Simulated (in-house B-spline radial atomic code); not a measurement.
## W²⁺: [Ar] 3d10 4s2 (4p1/2)2 (4p3/2)3 4d10 (4f5/2)6 (4f7/2)7 5s2 5p6 5d4 6s2 (with a hole in an inner shell)

Computed with an all-electron radial atomic-structure program (B-spline basis): Dirac-Kohn-Sham B3LYP, spherical fractional occupations, Fermi nucleus of rms radius 5.3658 fm.

Screening seen three ways: the hydrogenic charge with the same mean radius, Z_r = [3n² - l(l+1)]/(2<r>), the one with the same energy, Z_e = n√(-2ε), and Slater's rules. Values are occupation-weighted means over j. An effective charge above Z reflects the relativistic contraction of the inner shells.

```csv
shell,electrons,ε (eV),<r> (bohr),Z_r,Z_e,Slater
1s,2,-69548,0.01835,81.75,71.50,73.70
2s,2,-12069,0.07694,77.98,59.57,69.85
2p,6,-10640,0.06896,72.51,55.93,69.85
3s,2,-2831.3,0.2005,67.34,43.28,62.75
3p,6,-2400.1,0.2003,62.40,39.85,62.75
3d,10,-1868,0.1823,57.59,35.15,52.85
4s,2,-627,0.4477,53.61,27.15,46.60
4p,5,-486.69,0.4718,48.75,23.92,46.60
4d,10,-290.84,0.5057,41.53,18.49,35.85
5s,2,-114.51,1.033,36.31,14.51,18.05
4f,13,-80.425,0.5709,31.53,9.73,24.80
5p,6,-75.562,1.182,30.89,11.78,18.05
5d,4,-27.585,1.64,21.04,7.12,6.95
6s,2,-23.577,2.583,20.91,7.90,5.45
```

The least bound orbital is 6s1/2 at -23.58 eV, and it is also the most diffuse (<r> = 2.583 bohr). The part-filled 4p shell lies below the filled 6s shell in orbital energy.

For the 1s electron the small component carries 7.79 % of the norm, the zero-frequency Breit interaction raises the level by 243.2 eV, self-energy by 152.1 eV, and vacuum polarisation lowers it by 28.78 eV.

Caution: exact exchange at fractional occupations of open shells leaves self-interaction of up to several eV.
